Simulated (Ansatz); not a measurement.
Steps of a relaxation of C3H9NSn, SMILES `C[CH](C)[Sn][NH2]` with RKS PBE-D4/def2-SVP.

```sh
$ ansatz run in.yaml --threads 4 --pin off --events-out ev --progress --plain --max-ram 11315MiB
```

```yaml
crystal:
  periodic: [false, false, false]
  atoms:
    - {symbol: C, position_ang: [-0.582700, 0.007500, 1.399800]}
    - {symbol: C, position_ang: [0.108300, -0.844300, 0.397300]}
    - {symbol: C, position_ang: [1.459600, -0.273500, 0.060500]}
    - {symbol: Sn, position_ang: [-0.963200, -1.024200, -1.415000]}
    - {symbol: N, position_ang: [-1.277300, 0.816900, -2.283700]}
    - {symbol: H, position_ang: [-0.772400, 1.085200, 0.962700]}
    - {symbol: H, position_ang: [-1.600500, -0.381200, 1.617000]}
    - {symbol: H, position_ang: [-0.021400, 0.148300, 2.330800]}
    - {symbol: H, position_ang: [0.234400, -1.836400, 0.884000]}
    - {symbol: H, position_ang: [2.106100, -0.201200, 1.022400]}
    - {symbol: H, position_ang: [2.005000, -0.944800, -0.619200]}
    - {symbol: H, position_ang: [1.421200, 0.742200, -0.364200]}
    - {symbol: H, position_ang: [-0.370100, 1.236700, -2.435400]}
    - {symbol: H, position_ang: [-1.759900, 1.439700, -1.528100]}
basis:
  gaussian: {orbitals: def2-SVP}
hamiltonian: {xc: pbe, dispersion: d4}
relax: {f_tol: 0.03, max_steps: 200}
```

Positions (Å) and forces (eV/Å) along the path, 10 of 14 steps:

```xyz
14
step=1 energy=-10568.3524 eV
C    -0.583    0.007    1.400   -1.519    2.249   -0.664
C     0.108   -0.844    0.397    0.879    0.244    1.363
C     1.460   -0.274    0.060    1.307   -0.269    1.385
Sn   -0.963   -1.024   -1.415   -1.079   -2.371   -1.594
N    -1.277    0.817   -2.284   -1.755    1.417    1.446
H    -0.772    1.085    0.963    0.305   -1.338    0.669
H    -1.601   -0.381    1.617   -0.013    0.016    0.370
H    -0.021    0.148    2.331    0.191    0.020    0.543
H     0.234   -1.836    0.884    0.017   -0.257   -0.430
H     2.106   -0.201    1.022   -0.517    0.014   -1.058
H     2.005   -0.945   -0.619    0.405   -0.044   -0.353
H     1.421    0.742   -0.364   -0.072    0.257   -0.197
H    -0.370    1.237   -2.435    0.887    0.797   -0.166
H    -1.760    1.440   -1.528    0.965   -0.735   -1.314
14
step=3 energy=-10568.9813 eV
C    -0.644    0.051    1.401   -0.067    0.136    0.051
C     0.113   -0.830    0.421   -0.185   -0.267   -0.064
C     1.490   -0.277    0.065    0.022    0.088    0.029
Sn   -1.014   -1.188   -1.540    0.193    0.162   -0.161
N    -1.290    0.838   -2.207   -0.024    0.305    0.745
H    -0.819    1.067    0.979   -0.008   -0.006    0.005
H    -1.638   -0.368    1.671    0.033    0.010    0.041
H    -0.076    0.195    2.349   -0.036    0.034    0.039
H     0.234   -1.851    0.854   -0.038    0.056   -0.029
H     2.132   -0.167    0.972    0.010    0.002   -0.029
H     2.052   -0.927   -0.640    0.002    0.015   -0.027
H     1.411    0.735   -0.391    0.013   -0.026   -0.048
H    -0.382    1.248   -2.511   -0.300   -0.104   -0.063
H    -1.579    1.446   -1.395    0.387   -0.405   -0.489
14
step=4 energy=-10569.0922 eV
C    -0.662    0.054    1.400    0.086   -0.166    0.165
C     0.103   -0.836    0.425   -0.260   -0.054   -0.035
C     1.479   -0.273    0.063   -0.072    0.068   -0.102
Sn   -0.969   -1.186   -1.571    0.214    0.120   -0.209
N    -1.303    0.851   -2.147    0.275   -0.528    0.031
H    -0.842    1.060    0.975   -0.036    0.167   -0.063
H    -1.649   -0.370    1.683    0.027    0.007   -0.010
H    -0.095    0.208    2.351   -0.040    0.038   -0.040
H     0.228   -1.856    0.858   -0.043    0.047   -0.002
H     2.124   -0.154    0.961    0.053    0.004    0.070
H     2.046   -0.918   -0.645   -0.035    0.006   -0.001
H     1.392    0.736   -0.403    0.002   -0.052   -0.008
H    -0.459    1.229   -2.613   -0.250   -0.020   -0.257
H    -1.405    1.425   -1.309    0.080    0.362    0.461
14
step=5 energy=-10569.1959 eV
C    -0.678    0.060    1.400    0.153   -0.380    0.174
C     0.088   -0.841    0.427   -0.231    0.088   -0.014
C     1.465   -0.271    0.061   -0.099    0.033   -0.146
Sn   -0.889   -1.198   -1.616    0.142    0.228   -0.119
N    -1.306    0.843   -2.078    1.188    0.480    0.404
H    -0.862    1.060    0.971   -0.058    0.261   -0.104
H    -1.661   -0.367    1.694    0.012    0.008   -0.051
H    -0.110    0.222    2.350   -0.026    0.027   -0.112
H     0.214   -1.857    0.861   -0.027    0.027    0.038
H     2.113   -0.148    0.954    0.068    0.006    0.118
H     2.036   -0.914   -0.648   -0.056   -0.005    0.014
H     1.376    0.734   -0.412   -0.014   -0.065    0.026
H    -0.555    1.219   -2.737   -1.172   -0.334    0.624
H    -1.244    1.428   -1.198    0.118   -0.373   -0.852
14
step=6 energy=-10569.2927 eV
C    -0.700    0.056    1.376    0.159   -0.311    0.219
C     0.083   -0.854    0.429   -0.229    0.048   -0.065
C     1.442   -0.264    0.035   -0.020    0.038   -0.024
Sn   -0.878   -1.216   -1.609    0.043    0.290   -0.103
N    -1.253    0.846   -1.973    1.030    0.145    0.123
H    -0.903    1.046    0.925   -0.050    0.178   -0.074
H    -1.676   -0.381    1.679    0.013    0.012   -0.046
H    -0.136    0.253    2.322   -0.033    0.023   -0.100
H     0.227   -1.861    0.881   -0.022    0.069    0.036
H     2.096   -0.100    0.920    0.056    0.000    0.070
H     2.019   -0.914   -0.663   -0.034    0.002    0.011
H     1.323    0.726   -0.464    0.000   -0.081    0.033
H    -0.596    1.215   -2.710   -0.869   -0.208    0.367
H    -1.061    1.418   -1.119   -0.045   -0.206   -0.448
14
step=8 energy=-10569.4559 eV
C    -0.701    0.047    1.390   -0.024   -0.038   -0.009
C     0.066   -0.844    0.418    0.036    0.010   -0.024
C     1.447   -0.266    0.083    0.030   -0.012    0.012
Sn   -0.819   -1.145   -1.660    0.192   -1.606    0.256
N    -1.173    0.796   -1.927    0.495    1.809   -0.414
H    -0.930    1.037    0.940   -0.050    0.080    0.021
H    -1.664   -0.399    1.714   -0.003    0.002   -0.036
H    -0.111    0.257    2.314   -0.009   -0.011   -0.026
H     0.188   -1.860    0.852   -0.009   -0.003   -0.004
H     2.095   -0.159    0.983   -0.021   -0.001    0.017
H     2.018   -0.894   -0.638   -0.011    0.010   -0.001
H     1.356    0.747   -0.372    0.045   -0.029    0.021
H    -0.950    1.192   -2.862   -0.473   -0.098    0.437
H    -0.835    1.460   -1.205   -0.197   -0.113   -0.248
14
step=9 energy=-10569.5645 eV
C    -0.707    0.045    1.385   -0.025   -0.008   -0.037
C     0.074   -0.844    0.422    0.085   -0.022   -0.103
C     1.459   -0.271    0.099    0.042    0.004    0.056
Sn   -0.788   -1.194   -1.654   -0.137   -0.078    0.132
N    -1.143    0.817   -1.915    0.394    0.558   -0.809
H    -0.931    1.040    0.942   -0.039    0.012   -0.006
H    -1.675   -0.402    1.692   -0.004    0.003   -0.036
H    -0.131    0.246    2.320    0.000   -0.028   -0.019
H     0.189   -1.861    0.857    0.020    0.002    0.040
H     2.100   -0.171    1.006    0.005    0.003    0.025
H     2.033   -0.900   -0.620   -0.002    0.008    0.008
H     1.380    0.743   -0.352    0.034   -0.029    0.016
H    -1.146    1.218   -2.885   -0.164   -0.303    0.886
H    -0.726    1.506   -1.266   -0.208   -0.121   -0.153
14
step=10 energy=-10569.6053 eV
C    -0.722    0.027    1.332    0.042   -0.002    0.177
C     0.111   -0.880    0.426    0.047    0.291    0.057
C     1.485   -0.282    0.111    0.103    0.024    0.025
Sn   -0.926   -1.192   -1.550   -0.104   -0.332   -0.175
N    -0.981    0.816   -1.935    0.003    0.896   -0.138
H    -0.973    1.003    0.860    0.047   -0.066   -0.021
H    -1.685   -0.443    1.625   -0.007    0.008    0.014
H    -0.175    0.265    2.275   -0.048    0.015    0.030
H     0.261   -1.860    0.932   -0.129   -0.051   -0.152
H     2.114   -0.162    1.024   -0.020    0.008   -0.001
H     2.067   -0.911   -0.599    0.036   -0.003    0.016
H     1.394    0.723   -0.355    0.019   -0.002   -0.002
H    -1.313    1.279   -2.794   -0.062   -0.449    0.017
H    -0.670    1.587   -1.323    0.073   -0.335    0.153
14
step=13 energy=-10569.6518 eV
C    -0.708    0.026    1.350    0.009   -0.011    0.001
C     0.117   -0.843    0.398    0.009   -0.015    0.004
C     1.509   -0.264    0.133   -0.015   -0.013   -0.009
Sn   -0.991   -1.190   -1.554   -0.004    0.055    0.013
N    -1.015    0.824   -1.968   -0.010    0.039   -0.057
H    -0.904    1.036    0.928    0.003   -0.003   -0.008
H    -1.698   -0.421    1.584    0.000   -0.002    0.000
H    -0.186    0.182    2.322   -0.001   -0.001    0.005
H     0.227   -1.859    0.840   -0.001    0.015   -0.003
H     2.088   -0.129    1.077    0.000    0.004    0.002
H     2.122   -0.912   -0.530    0.000    0.001    0.007
H     1.455    0.734   -0.354    0.002    0.009   -0.002
H    -1.438    1.231   -2.810    0.043   -0.035    0.068
H    -0.592    1.557   -1.386   -0.034   -0.043   -0.021
14
step=14 energy=-10569.6523 eV
C    -0.706    0.023    1.354   -0.004    0.007    0.007
C     0.118   -0.843    0.399   -0.018   -0.004   -0.002
C     1.507   -0.263    0.131    0.010    0.011   -0.005
Sn   -1.005   -1.183   -1.546    0.009   -0.003   -0.004
N    -1.007    0.825   -1.976    0.000    0.000   -0.001
H    -0.903    1.033    0.933    0.003   -0.001    0.004
H    -1.696   -0.425    1.587    0.000   -0.001    0.003
H    -0.184    0.178    2.327   -0.002    0.002    0.001
H     0.229   -1.859    0.839    0.001   -0.010    0.001
H     2.086   -0.123    1.075   -0.002    0.002    0.000
H     2.121   -0.913   -0.529   -0.001    0.000   -0.002
H     1.452    0.734   -0.359    0.001   -0.004   -0.001
H    -1.424    1.228   -2.820   -0.002    0.001    0.005
H    -0.601    1.559   -1.386    0.005    0.000   -0.005
```

It took 13 s on 4 threads of an Intel Xeon 6975P-C on a shared host, with 0.2 GiB of host memory at the peak.
